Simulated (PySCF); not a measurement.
C₇H₈FN.
SMILES: `N#C[C@@]12CC[C@H](F)[C@@H]1C2`

Vertical excitations from PySCF (density fitting, frozen core in the response, grid level 2 and gas phase unless stated; continuum runs use non-equilibrium linear response for the excitations) on a GFN2-xTB geometry. Reference run:

| settings | S1, eV (f) | S2, eV (f) | S3, eV (f) | S4, eV (f) | S5, eV (f) | S6, eV (f) | T1, eV (Tamm–Dancoff) | mean α (au) |
| --- | --- | --- | --- | --- | --- | --- | --- | --- |
| PBE0/def2-SVPD, full TDDFT, 6 singlets | 7.21 (0.005) | 7.62 (0.044) | 7.78 (0.023) | 7.83 (0.020) | 8.29 (0.018) | 8.36 (0.022) | 6.11 | 79.2 |

Problem. What do these settings give: (1) PBE0/pcSseg-0, energy threshold 1e-06 Eh, full TDDFT, 3 singlets; (2) HSE06/MINI, full TDDFT, 1 singlet?

Solution. 
```
                                                        settings    S1, eV (f)    S2, eV (f)    S3, eV (f)  S4, eV (f)  S5, eV (f)  S6, eV (f)  T1, eV (Tamm–Dancoff)  mean α (au)
PBE0/pcSseg-0, energy threshold 1e-06 Eh, full TDDFT, 3 singlets  7.55 (0.005)  8.00 (0.045)  8.19 (0.026)           –           –           –                   6.34         64.1
                               HSE06/MINI, full TDDFT, 1 singlet  7.81 (0.002)             –             –           –           –           –                   6.46         48.4
```

(1) S1 moves by +0.34 eV. (2) S1 moves by +0.60 eV; functional and basis change together, so the shift can't be laid on one. States are counted by energy in each run and needn't keep their character from row to row.

Problem. Which orbital pairs make up S1 in each run, and how does it sit against the orbital gap?

Solution. 
```csv
settings,S1 configurations (weight),S1 (eV),orbital gap (eV),S1 − gap (eV)
"PBE0/def2-SVPD, full TDDFT, 6 singlets","H→L+2 0.39, H→L 0.27, H→L+1 0.11",7.21,8.83,-1.62
"PBE0/pcSseg-0, energy threshold 1e-06 Eh, full TDDFT, 3 singlets","H→L+1 0.50, H→L 0.29, H−1→L 0.08",7.55,9.24,-1.69
"HSE06/MINI, full TDDFT, 1 singlet","H→L 0.40, H−1→L 0.39",7.81,8.20,-0.39
```

One conformer stands for the species.
